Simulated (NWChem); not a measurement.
Program: NWChem. System: C$_{2}$H$_{6}$BI, charge 0, spin multiplicity 1, displaced from the optimised geometry. The structure started from a generated list of species. Level: BP86/def2-SVP with def2 effective core potentials on I.

Output (cleaned and shortened):

```
             Northwest Computational Chemistry Package (NWChem) 7.3.0
             --------------------------------------------------------

                                NWChem Input Module
                                -------------------

 Scaling coordinates for geometry "geometry" by  1.889725989
 (inverse scale =  0.529177249)

 Turning off AUTOSYM since
 SYMMETRY directive was detected!

                             Geometry "geometry" -> ""
                             -------------------------

 Output coordinates in angstroms (scale by  1.889725989 to convert to a.u.)

  No.       Tag          Charge          X              Y              Z
 ---- ---------------- ---------- -------------- -------------- --------------
    1 B                    5.0000     0.00000000     0.00000000     1.35779200
    2 I                   53.0000     0.00000000     0.00000000    -0.86679900
    3 C                    6.0000     1.18349200    -0.76404400     2.10648500
    4 H                    1.0000     0.81851000    -1.81914900     2.28885400
    5 H                    1.0000     1.39231600    -0.32696500     3.12232300
    6 H                    1.0000     2.13841300    -0.84949400     1.52559600
    7 C                    6.0000    -1.18349200     0.76404400     2.10648500
    8 H                    1.0000    -1.39231600     0.32696500     3.12232300
    9 H                    1.0000    -2.13841300     0.84949400     1.52559600
   10 H                    1.0000    -0.81851000     1.81914900     2.28885400

 Effective nuclear repulsion energy (a.u.)     269.9105927510

            Nuclear Dipole moment (a.u.)
            ----------------------------
        X                 Y               Z
 ---------------- ---------------- ----------------
    -0.0000000000    -0.0000000000    -0.0000396842

      Symmetry information
      --------------------

 Group name             C2
 Group number              4
 Group order               2
 No. of unique centers     6

      Symmetry unique atoms

     1    2    3    4    5    6


 Summary of "ao basis" -> "" (spherical)
 ------------------------------------------------------------------------------
       Tag                 Description            Shells   Functions and Types
 ---------------- ------------------------------  ------  ---------------------
 *                          def2-svp                  on all atoms

 Summary of "ao basis" -> "ao basis" (spherical)
[...]
     2   0 2 0    -34.448449    -44.508687    -44.508687     54.568924
     2   0 1 1      0.000000      0.000000      0.000000      0.000000
     2   0 0 2    -31.986438   -222.899347   -222.899347    413.812255

            General Information
            -------------------
          SCF calculation type: DFT
          Wavefunction type:  closed shell.
          No. of atoms     :    10
          No. of electrons :    48
           Alpha electrons :    24
            Beta electrons :    24
          Charge           :     0
          Spin multiplicity:     1
          Use of symmetry is: on ; symmetry adaption is: on
          Maximum number of iterations: 100
          AO basis - number of functions:    98
                     number of shells:    46
          Convergence on energy requested:  1.00D-06
          Convergence on density requested:  1.00D-05
          Convergence on gradient requested:  5.00D-04

              XC Information
              --------------
                    Becke 1988 Exchange Functional  1.000
                Perdew 1981 Correlation Functional  1.000 local
                Perdew 1986 Correlation Functional  1.000 non-local

             Grid Information
             ----------------
          Grid used for XC integration:  coarse
          Radial quadrature: Mura-Knowles
          Angular quadrature: Lebedev.
          Tag              B.-S. Rad. Rad. Pts. Rad. Cut. Ang. Pts.
          ---              ---------- --------- --------- ---------
          B                   0.85       35           8.0       302
          I                   1.40      104          11.0       302
          C                   0.70       35          10.0       302
          H                   0.35       35          11.0       302
          Grid pruning is: on
          Number of quadrature shells:   279
          Spatial weights used:  Erf1

          Convergence Information
          -----------------------
          Convergence aids based upon iterative change in
          total energy or number of iterations.
          Levelshifting, if invoked, occurs when the
          HOMO/LUMO gap drops below (HL_TOL):  1.00D-02
          DIIS, if invoked, will attempt to extrapolate
          using up to (NFOCK): 10 stored Fock matrices.

                    Damping( 0%)  Levelshifting(0.5)       DIIS
                  --------------- ------------------- ---------------
          dE  on:    start            ASAP                start
          dE off:    2 iters        100 iters           100 iters

      Screening Tolerance Information
      -------------------------------
          Density screening/tol_rho:  1.00D-10
          AO Gaussian exp screening on grid/accAOfunc:  14
          CD Gaussian exp screening on grid/accCDfunc:  20
          XC Gaussian exp screening on grid/accXCfunc:  20
          Schwarz screening/accCoul:  1.00D-08

                            NWChem DFT Gradient Module
                            --------------------------

  charge          =   0.00
  wavefunction    = closed shell

  Using symmetry

                         DFT ENERGY GRADIENTS

    atom               coordinates                        gradient
                 x          y          z           x          y          z
   1 B       0.000000   0.000000   2.565855    0.000000   0.000000  -0.003874
   2 I       0.000000   0.000000  -1.638013    0.000000   0.000000  -0.010239
   3 C       2.236476  -1.443834   3.980679    0.003016  -0.000755   0.002243
   4 H       1.546760  -3.437693   4.325307   -0.002674  -0.007664   0.001362
   5 H       2.631096  -0.617874   5.900335    0.001795   0.003108   0.007575
   6 H       4.041015  -1.605311   2.882958    0.007198  -0.000583  -0.004123
   7 C      -2.236476   1.443834   3.980679   -0.003016   0.000755   0.002243
   8 H      -2.631096   0.617874   5.900335   -0.001795  -0.003108   0.007575
   9 H      -4.041015   1.605311   2.882958   -0.007198   0.000583  -0.004123
  10 H      -1.546760   3.437693   4.325307    0.002674   0.007664   0.001362

                 ----------------------------------------
                 |  Time  |  1-e(secs)   |  2-e(secs)   |
                 ----------------------------------------
                 |  CPU   |       0.04   |       3.33   |
                 ----------------------------------------
                 |  WALL  |       0.04   |       3.33   |
                 ----------------------------------------

 Task  times  cpu:        7.0s     wall:        7.0s

 Total times  cpu:        7.0s     wall:        7.0s
```

Question: Write an NWChem input that would produce this output.

Answer: This is not unique; one that fits is 
```
start mol
memory heap 200 mb stack 800 mb global 1000 mb
geometry units angstroms nocenter noautoz
  B      0.000000     0.000000     1.357792
  I      0.000000     0.000000    -0.866799
  C      1.183492    -0.764044     2.106485
  H      0.818510    -1.819149     2.288854
  H      1.392316    -0.326965     3.122323
  H      2.138413    -0.849494     1.525596
  C     -1.183492     0.764044     2.106485
  H     -1.392316     0.326965     3.122323
  H     -2.138413     0.849494     1.525596
  H     -0.818510     1.819149     2.288854
  symmetry group C2
end
basis spherical
  * library def2-svp
end
ecp
  I library def2-ecp
end
dft
  xc becke88 perdew86
  semidirect memsize 60000000 filesize 0
  iterations 100
  grid coarse
end
task dft gradient
```
